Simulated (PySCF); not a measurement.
# How methods differ on the excitation energy of Ta⁺

Ta⁺ [Xe] 4f14 5d3 6s1 (5F) → Ta⁺ [Xe] 4f14 5d3 6p1 (high-spin determinant), as a difference of total energies. All numbers are calculated (PySCF 2.14, scalar relativity through the core potential, in def2-TZVPPD with the def2 core potential (60 electrons)). Correlated levels: valence: 5s2 5p6 frozen. The calculations carry no spin-orbit coupling.

```tsv
method	excitation energy (eV)
UHF	4.874
MP2 (valence)	4.957
SCS-MP2 (valence)	4.901
CCSD (valence)	4.817
CCSD(T) (valence)	4.734
```

How much does correlation contribute at CCSD(T) (valence)?

4.734 − (4.874) = -0.140 eV, measured against UHF.

The coupled-cluster amplitudes are large for the upper state (T1 above 0.03 or a double amplitude above 0.15), so a single reference is strained.

The determinant of the upper state mixes LS terms, which raises its energy above the lowest term, most at the Hartree-Fock and MP2 levels.
